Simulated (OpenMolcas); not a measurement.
What dynamic correlation does to the levels of Ag III

```yaml
Program: OpenMolcas
Basis: ANO-RCC-VDZP [6s5p3d1f]
Scalar_Hamiltonian: DKH2, point nucleus
Active_space: 9 electrons in 9 orbitals (RAS2 4d 5s; RAS3 5p, at most 2 electrons)
State_averaging: 2S+1 = 2 even, 30 roots (29 in the spin-orbit step); 2S+1 = 4 even, 10 roots kept (CI in the orbitals of an earlier block); 2S+1 = 2 odd, 9 roots (0 in the spin-orbit step); 2S+1 = 4 odd, 5 roots kept (CI in the orbitals of an earlier block)
Spin-orbit_coupling: RASSI with atomic mean-field integrals over the reference wave functions, term energies averaged over their components
```

Methods on the same reference wave functions:
A. RASSCF
B. SS-RASPT2, IPEA 0.25 Eh, imaginary shift 0.1 Eh (closed shells correlated: 4s 4p)
C. MS-RASPT2, IPEA 0.25 Eh, imaginary shift 0.1 Eh (closed shells correlated: 4s 4p)

Energies in cm-1 above 4d9 2D 5/2, the measured ground level; measured values from Moore, Atomic Energy Levels, vol. III, NSRDS-NBS 35 (1971 reprint of NBS Circular 467, 1958).

```tsv
Level	A	B	C	Measured
4d9 2D 5/2	0.0	0.0	0.0	0.0
4d9 2D 3/2	4899	4900	4900	4607
4d8 5s 4F 9/2	58556	66070	66070	63250
4d8 5s 4F 7/2	61065	68490	68490	65764
4d8 5s 4F 5/2	63460	70910	70910	68145
4d8 5s 4F 3/2	64786	72100	72100	69351
4d8 5s 2F 7/2	67365	74100	74110	71691
4d8 5s 2F 5/2 [62 %]	70545	76730	76740	73934
4d8 5s 4P 5/2 [58 %]	74256	80060	80060	76406
4d8 5s 4P 1/2	78234	83850	83850	
4d8 5s 4P 3/2 [59 %]	78363	83800	83800	
4d8 5s 2D 5/2 [59 %]	79905	85210	85220	82231
4d8 5s 2P 3/2	84067	89180	89190
```

Deviations, from unrounded energies. A percentage is the sum of absolute deviations over the sum of measured energies, with the sign that they share, or ± where signs differ.

```json
{"Against measurement": "mean absolute deviation (cm-1)", "Levels": "9", "A": "3500", "B": "2600", "C": "2600"}
{"Against measurement": "fine structure of the ground term (%)", "Levels": "1", "A": "+6.3", "B": "+6.3", "C": "+6.4"}
{"Against measurement": "other configurations (%)", "Levels": "8", "A": "-5.4", "B": "+4.0", "C": "+4.0"}
```

B, C lie about equally close to measurement and A furthest from it. The largest miss of B in the table is 4d8 5s 4P 5/2 [58 %], by +3700 cm-1. The ranking rests on the paired levels alone, and a cruder setting can come out closer through cancelling errors.

Between B and C no level of the table moves by more than 5 cm-1.

The two smallest mean deviations differ by little beside CASPT2's spread within terms, so their order carries little weight.

The lowest spin-free term lies below A's lowest term by 0.351 hartree in B, 0.351 hartree in C.

Term energies are means over components that CASPT2 splits; among the terms shown or strongly mixed into the levels shown the widest spread is 800 cm-1 (4d8 5s 2F, C). Some high roots are left out of the spin-orbit mixing, which shifts the levels that they would mix with. Some levels mix across a computed gap that differs much from the measured one, so their mixing is not that of the real levels. Terms from blocks run as CI alone lack orbitals of their own. A single d shell beside an s shell can misplace configurations of different d count against each other. Without dynamic correlation excited terms often stand tens of per cent too high (terms of higher spin than the ground term too low), and those without a measured partner can miss by more than the paired ones (holds for A). Computed and measured levels are paired by configuration, term and J; levels that our copy of the source lacks, or whose pairing is in doubt (as where it misses far off the trend of its configuration), stay unpaired and out of the deviations. Only configurations of the active space appear. Levels that lie high or do not pair safely by name in every column are left out.

A share in square brackets marks a mixed level and gives the weight of the term that names it, the lowest over the columns.
